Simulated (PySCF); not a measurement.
Isomers of C3H11GeN, mass 135.010 u with the commonest isotopes. Level of theory: PBE0-D3(BJ)/def2-SVP geometry optimisation, gas phase in PySCF. One conformer each, none proved a minimum here; rigid rotors.

**Question.** Order these by radius of gyration √(Σ m r²/M), smallest first.
A. GeH3(NHiPr), `[H][Ge]([H])([H])[NH]C(C)C`
B. Ge(NH2)Me3, `[NH2][Ge]([CH3])([CH3])[CH3]`
C. Ge(NMeEt)H3 (`[GeH3][N](C)CC`)

**Answer.** B (1.379 Å), C (1.608 Å), A (1.646 Å).

**Question.** Order these by rotational constant B, smallest first.
A. Ge(NH2)Me3 (`[CH3][Ge]([CH3])([CH3])[NH2]`)
B. `CC[N](C)[GeH3]` (Ge(NMeEt)H3)
C. `[H][Ge]([H])([H])[NH]C(C)C` (GeH3(NHiPr))

**Answer.** C (1641 MHz), B (1895 MHz), A (3001 MHz).

**Question.** Order these by rotational constant C, largest first.
A. Ge(NH2)Me3 (`[CH3][Ge]([CH3])([CH3])[NH2]`)
B. GeH3(NHiPr), `[H][Ge]([H])([H])[NH]C(C)C`
C. Ge(NMeEt)H3, `CC[N](C)[GeH3]`

**Answer.** A (2856 MHz), C (1546 MHz), B (1500 MHz).

```csv
SMILES,point group,Ia (u·Å²),Ib (u·Å²),Ic (u·Å²),κ,μa (D),μb (D),μc (D)
[H][Ge]([H])([H])[NH]C(C)C,C1,86.90,307.90,336.94,-0.93,0.75,0.57,0.02
[H][Ge]([H])([H])[N](C)CC,C1,104.51,266.73,326.79,-0.79,0.53,0.06,0.20
[CH3][Ge]([CH3])([CH3])[NH2],–,168.08,168.40,176.95,0.92,0.43,0.86,0.41
```
